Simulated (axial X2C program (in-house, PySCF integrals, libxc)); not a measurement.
# Spin–orbit effects down a group: molecules with Ge, PBE0

Computed with an axial X2C code built on PySCF integrals, spin-free (one-electron X2C) or two-component (2c: spin–orbit coupling with atomic mean-field Coulomb and Gaunt terms, which also bring small scalar terms), in Dyall basis sets with cores contracted in-house; open shells are unrestricted.

Basis sets: Cs dyall-cv3z, Ge dyall-cv3z, H dyall-v3z, K dyall-cv3z, Li dyall-cv3z, Na dyall-cv3z, Rb dyall-cv3z.

```json
{"molecule": "GeH", "spin-free state": "M_S = 1/2, Λ = 1", "Re (Å)": "1.597", "ωe (cm⁻¹)": "1885.8", "De (eV)": "2.80", "2c state": "Ω = 1/2", "Re 2c (Å)": "1.597", "ωe 2c (cm⁻¹)": "1882.8", "De 2c (eV)": "n/a"}
{"molecule": "LiGe", "spin-free state": "M_S = 3/2, Λ = 0", "Re (Å)": "2.396", "ωe (cm⁻¹)": "403.8", "De (eV)": "1.68", "2c state": "Ω = 3/2", "Re 2c (Å)": "2.396", "ωe 2c (cm⁻¹)": "403.3", "De 2c (eV)": "n/a"}
{"molecule": "NaGe", "spin-free state": "M_S = 3/2, Λ = 0", "Re (Å)": "2.733", "ωe (cm⁻¹)": "208.6", "De (eV)": "1.32", "2c state": "Ω = 3/2", "Re 2c (Å)": "2.735", "ωe 2c (cm⁻¹)": "208.3", "De 2c (eV)": "n/a"}
{"molecule": "KGe", "spin-free state": "M_S = 3/2, Λ = 0", "Re (Å)": "3.063", "ωe (cm⁻¹)": "158.4", "De (eV)": "1.51", "2c state": "Ω = 3/2", "Re 2c (Å)": "3.063", "ωe 2c (cm⁻¹)": "158.2", "De 2c (eV)": "n/a"}
{"molecule": "RbGe", "spin-free state": "M_S = 3/2, Λ = 0", "Re (Å)": "3.183", "ωe (cm⁻¹)": "124.1", "De (eV)": "1.53", "2c state": "Ω = 3/2", "Re 2c (Å)": "3.184", "ωe 2c (cm⁻¹)": "124.0", "De 2c (eV)": "n/a"}
{"molecule": "CsGe", "spin-free state": "M_S = 3/2, Λ = 0", "Re (Å)": "3.294", "ωe (cm⁻¹)": "112.8", "De (eV)": "1.70", "2c state": "Ω = 3/2", "Re 2c (Å)": "3.294", "ωe 2c (cm⁻¹)": "112.8", "De 2c (eV)": "n/a"}
```

Each entry is the lowest single determinant of a limited PBE0 search at one distance. De goes to single-determinant-based atoms at the same level (for ions the charge split of lowest energy) and is withheld (n/a) where an atom does not fit its ground term or J level. Main or longest-lived isotopes. One determinant is a doubtful description, or other states lie close, for LiGe, NaGe, KGe, RbGe, CsGe; these need not be ground states, and all values refer to the states named. With several unpaired electrons the Ω given is that of one determinant, not necessarily of the lowest component. The functionals have no current term, which raises determinants with orbital currents.
